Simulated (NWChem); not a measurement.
System: AlH₂O₂I; SMILES [OH][Al]([I])[OH]

Excerpt of the output:

```
             Northwest Computational Chemistry Package (NWChem) 7.3.0
             --------------------------------------------------------

 C2V symmetry detected

                             Geometry "geometry" -> ""
                             -------------------------

 Output coordinates in angstroms (scale by  1.889725989 to convert to a.u.)

  No.       Tag          Charge          X              Y              Z
 ---- ---------------- ---------- -------------- -------------- --------------
    1 Al                  13.0000     0.00000000     0.00000000     1.38760139
    2 I                   53.0000     0.00000000     0.00000000    -1.10218961
    3 O                    8.0000     0.00000000    -1.44950400     2.29046939
    4 H                    1.0000     0.00000000    -2.32102500     1.86486039
    5 O                    8.0000     0.00000000     1.44950400     2.29046939
    6 H                    1.0000     0.00000000     2.32102500     1.86486039

 Effective nuclear repulsion energy (a.u.)     375.9802450820

      Symmetry information
      --------------------

 Group name             C2v
 Group number             16
 Group order               4
 No. of unique centers     4

                                 NWChem DFT Module
                                 -----------------

 Summary of "ao basis" -> "ao basis" (spherical)
 ------------------------------------------------------------------------------
       Tag                 Description            Shells   Functions and Types
 ---------------- ------------------------------  ------  ---------------------
 Al                         def2-svp                 8       18   4s3p1d
 I                          def2-svp                10       26   4s4p2d
 O                          def2-svp                 6       14   3s2p1d
 H                          def2-svp                 3        5   2s1p

      Symmetry analysis of basis
      --------------------------

        a1         35
        a2          8
        b1         15
        b2         24

            General Information
            -------------------
          SCF calculation type: DFT
          Wavefunction type:  closed shell.
          No. of atoms     :     6
          No. of electrons :    56
           Alpha electrons :    28
            Beta electrons :    28
          Charge           :     0
          Spin multiplicity:     1
          Use of symmetry is: on ; symmetry adaption is: on
          Maximum number of iterations: 150
          AO basis - number of functions:    82
                     number of shells:    36
          Convergence on energy requested:  1.00D-06
          Convergence on density requested:  1.00D-05
          Convergence on gradient requested:  5.00D-04

              XC Information
              --------------
                     Hartree-Fock (Exact) Exchange  1.000
                   CAM-Becke88 Exchange Functional  1.000
                      VWN V Correlation Functional  0.190 local
              Lee-Yang-Parr Correlation Functional  0.810

           Range-Separation Parameters
           ---------------------------
           Alpha           :  0.19
           Beta            :  0.46
           Gamma           :  0.33
           Short-Range HF  :     F

             Grid Information
             ----------------
          Grid used for XC integration:  medium
          Radial quadrature: Mura-Knowles
          Angular quadrature: Lebedev.
          Tag              B.-S. Rad. Rad. Pts. Rad. Cut. Ang. Pts.
          ---              ---------- --------- --------- ---------
          Al                  1.25       88           9.0       590
          I                   1.40      123          11.0       590
          O                   0.60       49          10.0       434
          H                   0.35       45          12.0       434
          Grid pruning is: on
          Number of quadrature shells:   305
          Spatial weights used:  Erf1

      Superposition of Atomic Density Guess
      -------------------------------------

 Sum of atomic energies:        -739.29940284

      Non-variational initial energy
      ------------------------------

 Total energy =    -689.507455
 1-e energy   =   -1512.104555
 2-e energy   =     596.106199
 HOMO         =      -0.363377
 LUMO         =      -0.045313

      Symmetry analysis of molecular orbitals - initial
      -------------------------------------------------

  Numbering of irreducible representations:

     1 a1          2 a2          3 b1          4 b2

  Orbital symmetries:

     1 a1          2 a1          3 b2          4 a1          5 a1
     6 b2          7 b1          8 a1          9 b2         10 a1
    11 b1         12 a1         13 b2         14 b1         15 a1
    16 a2         17 a1         18 b2         19 a1         20 a1
    21 b2         22 a1         23 b2         24 b1         25 a2
    26 a1         27 b1         28 b2         29 a1         30 b1
    31 b2         32 a1         33 a1         34 b2         35 a1
    36 a1         37 b1         38 a1

   convergence    iter        energy       DeltaE   RMS-Dens  Diis-err
 ---------------- ----- ----------------- --------- --------- ---------
 d= 0,ls=0.0,diis     1   -691.5978908204 -9.18D+02  1.57D-02  1.02D+00
 d= 0,ls=0.0,diis     2   -691.5566272682  4.13D-02  8.09D-03  1.66D+00
 d= 0,ls=0.0,diis     3   -691.7127089739 -1.56D-01  9.49D-04  1.05D-02
 d= 0,ls=0.0,diis     4   -691.7137615810 -1.05D-03  3.33D-04  6.21D-04
 d= 0,ls=0.0,diis     5   -691.7138585879 -9.70D-05  1.08D-04  4.84D-05
  Resetting Diis
 d= 0,ls=0.0,diis     6   -691.7138680389 -9.45D-06  2.25D-05  1.70D-06
 d= 0,ls=0.0,diis     7   -691.7138684762 -4.37D-07  5.08D-06  5.89D-08

         Total DFT energy =     -691.713868476245
      One electron energy =    -1515.626573538859
           Coulomb energy =      656.317068367626
    Exchange-Corr. energy =      -58.895264811945
 Nuclear repulsion energy =      226.490901506933

 Numeric. integr. density =       56.000002939808

                  Occupations of the irreducible representations
                  ----------------------------------------------

                     irrep           alpha         beta
                     --------     --------     --------
                     a1               13.0         13.0
                     a2                2.0          2.0
                     b1                5.0          5.0
                     b2                8.0          8.0

                       DFT Final Molecular Orbital Analysis
                       ------------------------------------

 Vector   26  Occ=2.000000D+00  E=-3.782852D-01  Symmetry=a1
              MO Center= -3.8D-16, -2.7D-14,  3.8D-01, r^2= 5.0D+00
   Bfn.  Coefficient  Atom+Function         Bfn.  Coefficient  Atom+Function
  ----- ------------  ---------------      ----- ------------  ---------------
    31      0.452369  2 I  pz                34      0.376742  2 I  pz
    50      0.277892  3 O  pz                69      0.277892  5 O  pz
    53      0.184570  3 O  pz                72      0.184570  5 O  pz
    28     -0.183567  2 I  pz                10     -0.157418  1 Al pz
    25     -0.149277  2 I  pz                21     -0.120159  2 I  s

 Vector   27  Occ=2.000000D+00  E=-3.369872D-01  Symmetry=b1
              MO Center=  2.3D-15, -1.1D-15, -9.1D-01, r^2= 2.4D+00
   Bfn.  Coefficient  Atom+Function         Bfn.  Coefficient  Atom+Function
  ----- ------------  ---------------      ----- ------------  ---------------
    29      0.587812  2 I  px                32      0.535884  2 I  px
    26     -0.240488  2 I  px                23     -0.194627  2 I  px
    48     -0.084954  3 O  px                67     -0.084954  5 O  px
    51     -0.068276  3 O  px                70     -0.068276  5 O  px
    17      0.051656  1 Al d  1               8      0.037936  1 Al px

 Vector   28  Occ=2.000000D+00  E=-3.335163D-01  Symmetry=b2
              MO Center= -2.8D-16,  1.5D-15, -8.7D-01, r^2= 2.6D+00
   Bfn.  Coefficient  Atom+Function         Bfn.  Coefficient  Atom+Function
  ----- ------------  ---------------      ----- ------------  ---------------
    30      0.592333  2 I  py                33      0.527510  2 I  py
    27     -0.241019  2 I  py                24     -0.195091  2 I  py
    50     -0.106067  3 O  pz                69      0.106067  5 O  pz
    53     -0.081390  3 O  pz                72      0.081390  5 O  pz
    15     -0.045994  1 Al d -1              12      0.043172  1 Al py

 Vector   29  Occ=0.000000D+00  E= 1.602854D-03  Symmetry=a1
              MO Center= -5.1D-15,  1.3D-14,  9.0D-01, r^2= 5.4D+00
   Bfn.  Coefficient  Atom+Function         Bfn.  Coefficient  Atom+Function
  ----- ------------  ---------------      ----- ------------  ---------------
     4      1.251191  1 Al s                 34     -0.563169  2 I  pz
    22     -0.421746  2 I  s                 47     -0.304357  3 O  s
    66     -0.304357  5 O  s                 13     -0.256468  1 Al pz
    21     -0.249775  2 I  s                 31     -0.232584  2 I  pz
     2      0.220559  1 Al s                  3      0.171130  1 Al s

 Vector   30  Occ=0.000000D+00  E= 3.558019D-02  Symmetry=b1
              MO Center= -3.9D-14, -3.8D-15,  1.2D+00, r^2= 4.4D+00
   Bfn.  Coefficient  Atom+Function         Bfn.  Coefficient  Atom+Function
  ----- ------------  ---------------      ----- ------------  ---------------
    11      0.843962  1 Al px                 8      0.314756  1 Al px
    32     -0.255232  2 I  px                51     -0.220021  3 O  px
    70     -0.220021  5 O  px                48     -0.198198  3 O  px
    67     -0.198198  5 O  px                29     -0.176917  2 I  px
     5     -0.169595  1 Al px                43     -0.105781  2 I  d  1

[...]
```

Level: CAM-B3LYP/def2-SVP with def2 effective core potentials on I, vertical spin-unrestricted ions. All runs use the structure optimised with PBE-D3(BJ)/def2-SVP. def2 effective core potentials on I; no spin-orbit coupling.

Q: Which NWChem input produces such a log?

A: Several could match; the one computed here: the input that was run:
```
start job
memory heap 200 mb stack 900 mb global 1100 mb
geometry units angstroms noautoz
  Al     0.000000     0.000000     1.576931
  I      0.000000     0.000000    -0.912860
  O      0.000000    -1.449504     2.479799
  H      0.000000    -2.321025     2.054190
  O      0.000000     1.449504     2.479799
  H      0.000000     2.321025     2.054190
end
basis spherical
  * library def2-svp
end
ecp
  I library def2-ecp
end
dft
  xc xcamb88 1.00 lyp 0.81 vwn_5 0.19 hfexch 1.00
  cam 0.33 cam_alpha 0.19 cam_beta 0.46
  iterations 150
  vectors input atomic output neutral.movecs
end
task dft energy
charge 1
dft
  odft
  mult 2
  vectors input atomic output cation.movecs
end
task dft energy
```
